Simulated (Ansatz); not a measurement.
Diatomic MgAl-, multiplicity 3 (lowest of 2S+1 = 1, 3 at CCSD(T)/def2-TZVPP on PBE0 minima; our sources give no spin for the ground state, which may be another). The T1 diagnostic near the minimum is 0.066, so single-reference values are doubtful.

Constants: fifth-degree fit in 1/R to seven points, most abundant isotopes. Runs in def2 and cc sets follow the lowest solution found near the PBE0 minimum.

The values were computed with Ansatz (Gaussian orbitals). Each number belongs to the level named beside it.

### Question
What bond length and harmonic frequency does PBE/def2-TZVPP give?

### Answer
r_e = 2.724 Å, ω_e = 252 cm⁻¹.

### Question
What bond length and harmonic frequency does B97M-V/def2-TZVPP give?

### Answer
r_e = 2.696 Å, ω_e = 263 cm⁻¹.

### Question
What bond length and harmonic frequency does B3LYP/def2-TZVPP give?

### Answer
r_e = 2.757 Å, ω_e = 228 cm⁻¹.

Ansatz is an electronic-structure program.
